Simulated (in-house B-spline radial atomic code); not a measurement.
RPBE excitations of Li⁺

Method: RPBE. Computed with an all-electron radial atomic-structure program (B-spline basis): linear response of the closed shell 1s2 with the functional's adiabatic kernel; non-relativistic, point nucleus, no spin-orbit coupling, no double excitations, S, P, D and F terms only.

Command:
```bash
python run_td.py task.json out
```
Settings (radii: box in bohr, nucleus in fm):
```
Z                        3
electrons                2
configuration            1s2
hamiltonian              nr
method                   rpbe,pbe
box_radius               41.61
intervals                48
```

Cost of the run: 0.1 s on 1 thread of Arm Neoverse N1, on a shared host.

The lowest states, in the order of their Tamm-Dancoff energies; the method's threshold (minus the highest occupied level) is 60.55 eV. Labels give the largest channel, * marks a mixed state, and oscillator strengths are full-response dipole values. Measured ¹D terms are left out, since they can mix with doubly excited terms. Semilocal kernels can invert the small singlet-triplet splittings of Rydberg terms. Energies in eV:

```
     state  full response  Tamm-Dancoff  oscillator strength  measured (J-weighted term)
1s → 2s 3S          52.96         52.97                    -                      59.021
1s → 2s 1S              ?             ?                    -                           -
1s → 2p 3P          55.13         55.15                    -                      61.281
1s → 2p 1P              ?             ?                    ?                           ?
1s → 3s 3S          58.19         58.20                    -                      68.781
1s → 3s 1S          58.41         58.42                    -                      69.279
1s → 3p 3P          58.64         58.64                    -                      69.369
```

Task: Where does 1s → 2s 1S lie?

Result: At 54.35 eV in full response, 54.40 eV in Tamm-Dancoff.

Task: Where does 1s → 2p 1P lie?

Result: At 55.71 eV in full response, 55.72 eV in Tamm-Dancoff, oscillator strength 0.246; measured 62.216 eV.

Task: How large is the singlet-triplet splitting of 1s → 2s (S terms) in Tamm-Dancoff?

Result: 1.43 eV, from the unrounded values.

Task: What polarisabilities and dispersion coefficient does the method give?

Result: Dipole 0.207 bohr³, quadrupole 0.1372 bohr⁵, C6 0.08594 hartree·bohr⁶ for two such species.
